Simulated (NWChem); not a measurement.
Species: Si2N2H5F; SMILES [SiH]1(N[SiH2]N1)F

```xyz
10

F      0.6186     2.1121     0.0000
Si    -0.4290     0.8706     0.0000
N     -0.1184    -0.3389    -1.1952
Si     0.2037    -1.5773     0.0000
N     -0.1184    -0.3389     1.1952
H     -1.7517     1.5422     0.0000
H     -0.1166    -0.3347    -2.2038
H     -0.7517    -2.7277     0.0000
H      1.5875    -2.1454     0.0000
H     -0.1166    -0.3347     2.2038
```
Atoms are numbered in this order, from 1.

Computed with NWChem. Pople sets run with spherical d functions. Geometry: optimised at PBE0/def2-SVP. GIAO values for the isolated, static molecule; σ is the absolute isotropic shielding, δ = σ(reference) − σ with the isolated reference molecule computed at the same levels (19F: trichlorofluoromethane, 1H: tetramethylsilane, 15N: ammonia, 29Si: tetramethylsilane).

For level B3LYP/6-31G*:

| Item | Value |
|---|---|
| δ F1 (ppm) | -93.1 |
| δ Si2 (ppm) | -24.3 |
| δ N3 (ppm) | 20.3 |
| δ Si4 (ppm) | -7.9 |

Task: What are these values for level B3LYP/6-311G**?

Result: 
- δ F1 (ppm): -118.1
- δ Si2 (ppm): -34.6
- δ N3 (ppm): 35.6
- δ Si4 (ppm): -25.9
